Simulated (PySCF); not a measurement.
Mo(O)(S)(F)(NH2) (FH₂MoNOS), SMILES [F][Mo](=[S])(=[O])[NH2], multiplicity 1.

Geometry optimised at B3LYP-D3(BJ)/def2-SVP. The spin state was assumed, not searched. The structure was generated by enumeration; whether it is a known compound was not checked. The def2 effective core potentials stand for the cores of Mo; spin–orbit coupling is left out. One conformer was computed; it need not be the lowest.

Calculation: TDA-M06-2X/def2-SVPD (PySCF 2.14.0).

Vertical excitations. Isolated molecule, no solvent.

Computed UV-visible absorptions:
| state | energy (eV) | λ (nm) | f | main pairs |
|---|---|---|---|---|
| S1 | 2.91 | 427 | 0.000 | HOMO→LUMO 94 % |
| S2 | 3.56 | 349 | 0.000 | HOMO→LUMO+1 58 %, HOMO−1→LUMO 40 % |
| S3 | 3.85 | 322 | 0.013 | HOMO−1→LUMO+1 83 % |
| S4 | 4.20 | 295 | 0.003 | HOMO−2→LUMO 82 % |
| S5 | 4.42 | 280 | 0.030 | HOMO−1→LUMO 26 %, HOMO→LUMO+1 21 %, HOMO−2→LUMO+1 11 %, HOMO→LUMO+2 10 % |
| S6 | 4.87 | 255 | 0.009 | HOMO→LUMO+2 49 %, HOMO−2→LUMO+1 32 %, HOMO−3→LUMO+1 8 % |
| S7 | 4.96 | 250 | 0.023 | HOMO→LUMO+2 26 %, HOMO−2→LUMO+1 18 %, HOMO−3→LUMO 16 %, HOMO−1→LUMO+2 12 % |
| S8 | 5.13 | 242 | 0.007 | HOMO−1→LUMO+2 60 %, HOMO−1→LUMO+3 11 %, HOMO→LUMO+3 11 % |
| S9 | 5.14 | 241 | 0.001 | HOMO→LUMO+3 49 %, HOMO−3→LUMO 27 % |
| S10 | 5.24 | 237 | 0.012 | HOMO−3→LUMO 34 %, HOMO→LUMO+3 22 %, HOMO−1→LUMO+2 12 %, HOMO−2→LUMO+2 8 % |
| T1 | 2.65 | 468 | 0 | HOMO→LUMO 97 % |
| T2 | 2.67 | 464 | 0 | HOMO−1→LUMO 87 % |
| T3 | 3.28 | 378 | 0 | HOMO→LUMO+1 91 % |
| T4 | 3.45 | 359 | 0 | HOMO−1→LUMO+1 95 % |
Triplets are in the Tamm–Dancoff approximation.
